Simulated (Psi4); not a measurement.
Psi4 input (wB97X-D/6-31G*):

```
memory 1500 MB

molecule {
-1 1
Si   -0.86502700   -0.33487300    0.06425900
S     1.03741500    0.40160800   -0.07706500
H    -1.25636600   -0.95344400    1.38776100
H    -1.99173200    0.65087300   -0.15085700
H    -1.24017100   -1.43494600   -0.90349100
symmetry c1
no_reorient
no_com
}

set {
  basis 6-31G*
  reference rks
  scf_type pk
  dft_radial_points 99
  dft_spherical_points 590
  e_convergence 1e-8
  d_convergence 1e-7
  maxiter 150
}

e = energy('wb97x-d')
print_out(f'\nFINAL {e:.10f} DIPOLE {variable("CURRENT DIPOLE")[0]:.6f} {variable("CURRENT DIPOLE")[1]:.6f} {variable("CURRENT DIPOLE")[2]:.6f}\n')
```

Output:

```
   => Loading Basis Set <=

    Name: 6-31G*
    Role: ORBITAL
    Keyword: BASIS
    atoms 1   entry SI         line   268 file 6-31gs.gbs
    atoms 2   entry S          line   316 file 6-31gs.gbs
    atoms 3-5 entry H          line    44 file 6-31gs.gbs

   => WB97X-D: Empirical Dispersion <=

    Chai and Head-Gordon Dispersion Correction
    Chai, J.-D.; Head-Gordon, M. (2010), J. Chem. Phys., 132: 6615-6620

        s6 =       1.000000

         ---------------------------------------------------------
                                   SCF
               by Justin Turney, Rob Parrish, Andy Simmonett
                          and Daniel G. A. Smith
                              RKS Reference
         ---------------------------------------------------------

  ==> Geometry <==

    Molecular point group: c1
    Full point group: C1

    Geometry (in Angstrom), charge = -1, multiplicity = 1:

       Center              X                  Y                   Z               Mass
    ------------   -----------------  -----------------  -----------------  -----------------
         SI          -0.865027000000    -0.334873000000     0.064259000000    27.976926534650
         S            1.037415000000     0.401608000000    -0.077065000000    31.972071174400
         H           -1.256366000000    -0.953444000000     1.387761000000     1.007825032230
         H           -1.991732000000     0.650873000000    -0.150857000000     1.007825032230
         H           -1.240171000000    -1.434946000000    -0.903491000000     1.007825032230

  Running in c1 symmetry.

  Rotational constants: A =      3.05124  B =      0.22620  C =      0.22620 [cm^-1]
  Rotational constants: A =  91473.98701  B =   6781.38287  C =   6781.38280 [MHz]
  Nuclear repulsion =   81.694097003546105

  Charge       = -1
  Multiplicity = 1
  Electrons    = 34
  Nalpha       = 17
  Nbeta        = 17

  ==> Algorithm <==

  SCF Algorithm Type is PK.
  DIIS enabled.
  MOM disabled.
  Fractional occupation disabled.
  Guess Type is SAD.
  Energy threshold   = 1.00e-08
  Density threshold  = 1.00e-07
  Integral threshold = 1.00e-12

  ==> Primary Basis <==

  Basis Set: 6-31G*
    Blend: 6-31G*
    Number of shells: 22
    Number of basis functions: 44
    Number of Cartesian functions: 44
    Spherical Harmonics?: false
    Max angular momentum: 2

  ==> DFT Potential <==

   => LibXC <=

    Version 7.1.2
    S. Lehtola, C. Steigemann, M. J. T. Oliveira, and M. A. L. Marques,  SoftwareX 7, 1–5 (2018) (10.1016/j.softx.2017.11.002)

   => Composite Functional: WB97X-D <=

    wB97X-D Hyb-GGA Exchange-Correlation Functional

    J.-D. Chai and M. Head-Gordon,  Phys. Chem. Chem. Phys. 10, 6615–6620 (2008) (10.1039/B810189B)

    Deriv               =              1
    GGA                 =           TRUE
    Meta                =          FALSE

    Exchange Hybrid     =           TRUE
    MP2 Hybrid          =          FALSE

   => Exchange-Correlation Functionals <=

    1.0000   wB97X-D range-separated functional

   => Exact (HF) Exchange <=

    0.7780            HF,LR [omega = 0.2000]
    0.2220               HF

   => LibXC Density Thresholds  <==

    XC_HYB_GGA_XC_WB97X_D:  1.00E-14

   => Molecular Quadrature <=

    Radial Scheme          =       TREUTLER
    Pruning Scheme         =           NONE
    Nuclear Scheme         =       TREUTLER

    Blocking Scheme        =         OCTREE
    BS radius alpha        =              1
    Pruning alpha          =              1
    Radial Points          =             99
    Spherical Points       =            590
    Total Points           =         277733
    Total Blocks           =           2082
    Max Points             =            256
    Max Functions          =             44
    Weights Tolerance      =       1.00E-15

  ==> Integral Setup <==

  Using in-core PK algorithm.
   Calculation information:
      Number of atoms:                   5
      Number of AO shells:              22
      Number of primitives:             66
      Number of atomic orbitals:        44
      Number of basis functions:        44

      Integral cutoff                 1.00e-12
      Number of threads:                 1

  Performing in-core PK
  Using 1471635 doubles for integral storage.
  We computed 31139 shell quartets total.
  Whereas there are 32131 unique shell quartets.

  Computing range-separated integrals for PK
  We computed 31139 wK shell quartets total.
  Whereas there are 32131 wK unique shell quartets.

  ==> DiskJK: Disk-Based J/K Matrices <==

    J tasked:                  Yes
    K tasked:                  Yes
    wK tasked:                 Yes
    Omega:               2.000E-01
    Schwarz Cutoff:          1E-12


  Cached 100.0% of DFT collocation blocks in 0.305 [GiB].

  Minimum eigenvalue in the overlap matrix is 9.3735469243E-03.
  Reciprocal condition number of the overlap matrix is 1.7735736373E-03.
    Using symmetric orthogonalization.

  ==> Pre-Iterations <==

  SCF Guess: Superposition of Atomic Densities via on-the-fly atomic UHF (no occupation information).

   -------------------------
    Irrep   Nso     Nmo
   -------------------------
     A         44      44
   -------------------------
    Total      44      44
   -------------------------

  ==> Iterations <==

                        Total Energy        Delta E     RMS |[F,P]|

   @RKS iter SAD:  -688.93058564408500   -6.88931e+02   0.00000e+00
   @RKS iter   1:  -689.41631031218765   -4.85725e-01   8.04025e-03 DIIS/ADIIS
   @RKS iter   2:  -689.47071003518636   -5.43997e-02   5.93464e-03 DIIS/ADIIS
   @RKS iter   3:  -689.51316573476640   -4.24557e-02   5.99425e-04 DIIS/ADIIS
   @RKS iter   4:  -689.51363695112207   -4.71216e-04   1.85065e-04 DIIS/ADIIS
   @RKS iter   5:  -689.51369943523139   -6.24841e-05   3.42569e-05 DIIS
   @RKS iter   6:  -689.51370220363378   -2.76840e-06   7.08249e-06 DIIS
   @RKS iter   7:  -689.51370234985723   -1.46223e-07   7.99275e-07 DIIS
   @RKS iter   8:  -689.51370235185220   -1.99498e-09   1.31853e-07 DIIS
   @RKS iter   9:  -689.51370235192928   -7.70797e-11   3.12195e-08 DIIS
  Energy and wave function converged.

  ==> Post-Iterations <==

   Electrons on quadrature grid:
      Ntotal   =   34.0000001938 ; deviation = 1.938e-07

    Orbital Energies [Eh]
    ---------------------

    Doubly Occupied:

       1A    -88.761127     2A    -66.090845     3A     -7.781862
       4A     -5.731370     5A     -5.725524     6A     -5.725524
       7A     -5.204236     8A     -3.548921     9A     -3.548921
      10A     -3.547977    11A     -0.545131    12A     -0.401401
      13A     -0.235612    14A     -0.235612    15A     -0.178778
      16A     -0.087357    17A     -0.087357

    Virtual:

      18A      0.282603    19A      0.331054    20A      0.331054
      21A      0.392854    22A      0.455998    23A      0.489657
      24A      0.489657    25A      0.523257    26A      0.642306
      27A      0.707111    28A      0.707111    29A      0.806672
      30A      0.827483    31A      0.827483    32A      0.940266
      33A      0.940267    34A      1.027952    35A      1.145066
      36A      1.145066    37A      1.220419    38A      1.220419
      39A      1.271690    40A      1.442926    41A      1.442926
      42A      1.594659    43A      3.188435    44A      4.262416

    Final Occupation by Irrep:
              A
    DOCC [    17 ]
    NA   [    17 ]
    NB   [    17 ]

  @RKS Final Energy:  -689.51370235192928

   => Energetics <=

    Nuclear Repulsion Energy =             81.6940970035461049
    One-Electron Energy =               -1123.7141828993621857
    Two-Electron Energy =                 387.2178910224581045
    DFT Exchange-Correlation Energy =     -34.7104258474824761
    Empirical Dispersion Energy =          -0.0010816310888133
    VV10 Nonlocal Energy =                  0.0000000000000000
    Total Energy =                       -689.5137023519291688

Computation Completed

Properties will be evaluated at   0.000000,   0.000000,   0.000000 [a0]

Properties computed using the SCF density matrix

 Multipole Moments:

 ------------------------------------------------------------------------------------
     Multipole            Electronic (a.u.)      Nuclear  (a.u.)        Total (a.u.)
 ------------------------------------------------------------------------------------

 L = 1.  Multiply by 2.5417464519 to convert [e a0] to [Debye]
 Dipole X            :         -0.7616965           -0.0000132           -0.7617097
 Dipole Y            :         -0.2948537           -0.0000208           -0.2948745
 Dipole Z            :          0.0565860           -0.0000019            0.0565841
 Magnitude           :                                                    0.8187517

 ------------------------------------------------------------------------------------

FINAL -689.5137023519 DIPOLE -0.761710 -0.294874 0.056584

*** Psi4 exiting successfully. Buy a developer a beer!
```

The dipole moment of an ion depends on the origin.

The geometry given is a B3LYP-D3(BJ)/def2-TZVP minimum.
